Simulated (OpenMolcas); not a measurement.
# Co3+: moving or changing the point charges

Co3+ among 6 point charges of -2.2 e arranged as a trigonal antiprism (D3d), 2.07 Å from the ion, with a polar angle of 50.9° against the regular 54.74°.
```
   0.0000    1.6065    1.3054  -2.20
  -1.3913   -0.8033    1.3054  -2.20
   1.3913   -0.8033    1.3054  -2.20
   0.0000   -1.6065   -1.3054  -2.20
   1.3913    0.8033   -1.3054  -2.20
  -1.3913    0.8033   -1.3054  -2.20
```

```
Program             : OpenMolcas
Method              : CASSCF
Basis               : ANO-RCC-VDZP [5s4p2d1f]
Scalar Hamiltonian  : DKH2, point nucleus
Active space        : 6 electrons in 5 orbitals (3d)
State averaging     : 2S+1 = 5 even, 5 roots; 2S+1 = 3 even, 45 roots; 2S+1 = 1 even, 50 roots
Spin-orbit coupling : state interaction with AMFI integrals over the reference wave functions
```

Runs around this geometry, states (labels of D3, the rotations of D3d). Energies in cm-1 above the lowest state or level, χT in cm3 K/mol.

```csv
R (Å),q (e),Polar angle / regular,Ground state,First state of that spin,First gap with spin-orbit (degeneracies),χT at 300 K,First state of another spin
2.07,-2.2,0.86,5E,5A1 5166,"282.7 (2, 1)",4.919,3E 25945
2.07,-1.76,0.93,5E,5A1 2061,"238.7 (2, 1)",4.782,3E 25443
2.07,-2.2,0.93,5E,5A1 2510,"242.7 (2, 1)",4.736,3E 25214
2.26,-2.2,0.93,5E,5A1 2033,"244.8 (2, 1)",4.854,3E 25684
```

Taking the first state of the same spin as R^-n, n = -ln(2033 / 2510) / ln(2.26 / 2.07) = 2.4 between the shortest and longest distance.

Scaling the charges by -1.76 / -2.2 = 0.80 scales the first state of the same spin by 2061 / 2510 = 0.82; with fixed orbitals a first-order splitting would follow the charge.

An orbital doublet at a regular site is open to a Jahn-Teller distortion, which this geometry leaves out. Without dynamic correlation the repulsion within the d shell is too large (B by tens of per cent), so at a given field states of lower spin stand too high. Point charges give a weaker field than real ligands, and real ions of this kind are often low spin; the high spin found here belongs to the model. The ground term spreads over less than 5000 cm-1, several times less than with real ligands, so orbital moments are less quenched and χT lies further from the spin-only value than at real sites (holds for R = 2.07, q = -1.76, ratio = 0.93; R = 2.07, q = -2.2, ratio = 0.93; R = 2.26, q = -2.2, ratio = 0.93). Point charges carry no covalency, so the field is a model and not that of real ligands. No measured value stands beside these numbers.
